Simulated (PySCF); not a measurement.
**Excitation energy of B²⁺ by level of theory**

B²⁺ [He] 2s1 (2S) → B²⁺ [He] 3d1 (2D), as a difference of total energies. All numbers are calculated (PySCF 2.14, the non-relativistic Hamiltonian (point nucleus), in dyall-acv3z (15s9p4d2f, 76 functions)). Correlated levels: valence and next inner shell: nothing frozen; virtual orbitals above 40 to 60 times the deepest correlated orbital energy dropped. The calculations carry no spin-orbit coupling.

| method | excitation energy (eV) |
| --- | --- |
| UHF | 24.283 |
| MP2 (valence and next inner shell) | 24.358 |
| SCS-MP2 (valence and next inner shell) | 24.350 |
| CCSD (valence and next inner shell) | 24.366 |
| CCSD(T) (valence and next inner shell) | 24.366 |

Q: How much does correlation contribute at CCSD(T) (valence and next inner shell)?

A: 24.366 − (24.283) = 0.083 eV, measured against UHF.

The promoted electron is Rydberg-like, and one or two diffuse shells describe it only roughly, which tends to raise the upper state.
